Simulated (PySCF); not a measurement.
TiFH3, SMILES [F][TiH3], multiplicity 1.

Geometry optimised at PBE0-D3(BJ)/def2-TZVP. The spin state was assumed, not searched. The structure was generated by enumeration; whether it is a known compound was not checked.

Calculation: CAM-B3LYP/def2-TZVPD run with PySCF.

Symmetry labels are those of the subgroup Cs that the program uses (full group C3v).

Computed valence orbital energies around the gap with their symmetry:
```json
[
 {"orbital": "HOMO−7", "symmetry": "A'", "energy (eV)": "-44.45"},
 {"orbital": "HOMO−6", "symmetry": "A'", "energy (eV)": "-33.90"},
 {"orbital": "HOMO−5", "symmetry": "A'", "energy (eV)": "-14.93"},
 {"orbital": "HOMO−4", "symmetry": "A'", "energy (eV)": "-14.40"},
 {"orbital": "HOMO−3", "symmetry": "A\"", "energy (eV)": "-14.40"},
 {"orbital": "HOMO−2", "symmetry": "A'", "energy (eV)": "-11.09"},
 {"orbital": "HOMO−1", "symmetry": "A'", "energy (eV)": "-10.59"},
 {"orbital": "HOMO", "symmetry": "A\"", "energy (eV)": "-10.59"},
 {"orbital": "LUMO", "symmetry": "A'", "energy (eV)": "-1.84"},
 {"orbital": "LUMO+1", "symmetry": "A\"", "energy (eV)": "-1.84"},
 {"orbital": "LUMO+2", "symmetry": "A'", "energy (eV)": "-1.10"},
 {"orbital": "LUMO+3", "symmetry": "A\"", "energy (eV)": "-0.92"}
]
```
